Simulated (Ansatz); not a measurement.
A nudged elastic band was laid between two geometries of H₂OZn (4 atoms, charge 0, multiplicity 1).

The calculation used RKS CAM-B3LYP/def2-TZVP in Ansatz.

```
movable images  : 8
climbing image  : no
spring          : 5.0 eV/Å²
optimiser       : quadratic models (default)
start path      : through a guess of the saddle point
force threshold : 0.05 eV/Å
iteration limit : 60
end points      : relaxed
```

First end point:

```xyz
4
Properties=species:S:1:pos:R:3
O 0.372 -0.969 0.538
Zn 0.070 0.599 -0.224
H -0.298 -1.653 0.506
H -0.088 1.963 -0.841
```

Last end point:

```xyz
4
Properties=species:S:1:pos:R:3
O -0.389 -0.179 0.519
Zn 2.181 0.906 -1.087
H -0.560 -1.097 0.287
H -1.177 0.309 0.261
```

(1) What changes between the two ends?

(2) What energy profile does the band end with?

(3) What is the geometry of the highest image?

## Answers

(1) Bonds broken: O1–Zn2, Zn2–H4. Bonds formed: O1–H4. H2OZn becomes H2O + Zn.

(2) It converged. The highest image is number 5 of 0 to 9, 2.80 eV above the first end and 2.63 eV above the last; the last end lies 0.17 eV above the first. Neighbouring images differ by up to 1.9 eV, so the band resolves the path poorly. No image climbed, so the highest image needn't sit at the top of the path. The orbitals stay closed-shell, which can raise the energy where a bond breaks towards radicals; this wasn't checked here.

```json
{"image": "0", "path coordinate (Å)": "0.00", "energy (eV)": "0.00", "O1–Zn2 (Å)": "1.77", "Zn2–H4 (Å)": "1.51", "O1–H4 (Å)": "3.27"}
{"image": "1", "path coordinate (Å)": "0.44", "energy (eV)": "0.20", "O1–Zn2 (Å)": "1.77", "Zn2–H4 (Å)": "1.49", "O1–H4 (Å)": "3.21"}
{"image": "2", "path coordinate (Å)": "0.88", "energy (eV)": "0.82", "O1–Zn2 (Å)": "1.78", "Zn2–H4 (Å)": "1.50", "O1–H4 (Å)": "2.94"}
{"image": "3", "path coordinate (Å)": "1.32", "energy (eV)": "1.73", "O1–Zn2 (Å)": "1.80", "Zn2–H4 (Å)": "1.52", "O1–H4 (Å)": "2.50"}
{"image": "4", "path coordinate (Å)": "1.76", "energy (eV)": "2.70", "O1–Zn2 (Å)": "1.86", "Zn2–H4 (Å)": "1.56", "O1–H4 (Å)": "1.99"}
{"image": "5", "path coordinate (Å)": "2.20", "energy (eV)": "2.80", "O1–Zn2 (Å)": "1.98", "Zn2–H4 (Å)": "1.67", "O1–H4 (Å)": "1.47"}
{"image": "6", "path coordinate (Å)": "2.64", "energy (eV)": "0.88", "O1–Zn2 (Å)": "2.18", "Zn2–H4 (Å)": "1.97", "O1–H4 (Å)": "1.03"}
{"image": "7", "path coordinate (Å)": "3.07", "energy (eV)": "0.27", "O1–Zn2 (Å)": "2.65", "Zn2–H4 (Å)": "2.51", "O1–H4 (Å)": "0.96"}
{"image": "8", "path coordinate (Å)": "3.51", "energy (eV)": "0.18", "O1–Zn2 (Å)": "3.09", "Zn2–H4 (Å)": "3.10", "O1–H4 (Å)": "0.96"}
{"image": "9", "path coordinate (Å)": "3.95", "energy (eV)": "0.17", "O1–Zn2 (Å)": "3.22", "Zn2–H4 (Å)": "3.67", "O1–H4 (Å)": "0.96"}
```

(3) 
```xyz
4
Properties=species:S:1:pos:R:3
O 0.215 -0.632 -0.090
Zn -0.694 0.969 -0.808
H -0.087 -1.152 0.676
H 0.622 0.755 0.202
```

Run time: 8.6 min on 2 threads of Arm Neoverse N1, with other jobs on the host, peak memory 0.26 GiB.
